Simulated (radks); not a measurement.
Q: Nd47+, 13 electrons, occupied as [Ne] 3s2 3p1. All-electron calculation, Dirac Kohn-Sham, LDA (Slater exchange, Perdew-Wang correlation), spin-unpolarised, spherical densities, finite nucleus; open shells fill j = l - 1/2 first; Fermi nuclear charge, rms radius 4.9123 fm. Program: a radial shooting solver on a logarithmic mesh with Libxc functionals. Some entries of the table are withheld. Estimate them.

| orbital | occ. | eigenvalue (eV) | <1/r> (bohr^-1) | <r> (bohr) |
|---|---|---|---|---|
| 1s1/2 | 2 | -46575.35 | 66.01 | 0.02364 |
| 2s1/2 | 2 | -10090.31 | 15.87 | 0.09904 |
| 2p1/2 | 2 | (1) | 15.82 | 0.08285 |
| 2p3/2 | 4 | (2) | 14.23 | 0.08898 |
| 3s1/2 | 2 | -4069.670 | 6.454 | 0.2390 |
| 3p1/2 | 1 | -3952.746 | (3) | 0.2257 |
| 3p3/2 | 0 | -3812.865 | (4) | 0.2347 |

A: 
(1) 2p1/2 eigenvalue (eV): -9761.463
(2) 2p3/2 eigenvalue (eV): -9224.978
(3) 3p1/2 <1/r> (bohr^-1): 6.391
(4) 3p3/2 <1/r> (bohr^-1): 5.970
